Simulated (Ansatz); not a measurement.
Frontier orbitals of CH$_{7}$Al$_{2}$FSi.

Z-matrix (Å, degrees):
```
Al
Al 1 2.643
Si 1 2.663 2 73.7
F 1 1.935 2 98.3 3 -33.4
C 1 1.964 2 49.0 3 39.9
H 1 1.680 2 46.4 3 -132.0
H 1 1.571 2 150.7 3 162.7
H 2 1.588 1 111.3 3 -146.4
H 2 1.591 1 117.5 3 63.3
H 3 1.484 1 117.8 2 152.3
H 3 1.481 1 126.4 2 -57.7
H 5 1.087 1 125.2 2 119.9
```

Total charge 0; spin multiplicity 1. The bonds changed during the relaxation, so this is another structure than the one it started from. The structure was optimised at the PBE0-D4/def2-TZVP level. It is one conformer, not always the lowest. Basis def2-TZVPP, Ansatz.

Orbital energies of one run (eV). Highest occupied ones, from the top: -8.71, -9.33, -9.92, -10.42, -11.63, -12.11, -12.37, -14.25, -14.79, -15.74, -16.54, -17.93, -20.91, -35.97. Empty: -0.28, 0.73, 1.00, 1.28, 1.88, 2.19.

(1) Which functional gave them?
A. ωB97M-V
B. LDA (SPW92)
C. CAM-B3LYP
D. PBE0

## Answers

(1) C. HOMO energies: CAM-B3LYP -8.71, LDA (SPW92) -6.42, ωB97M-V -9.57, PBE0 -7.44 eV.
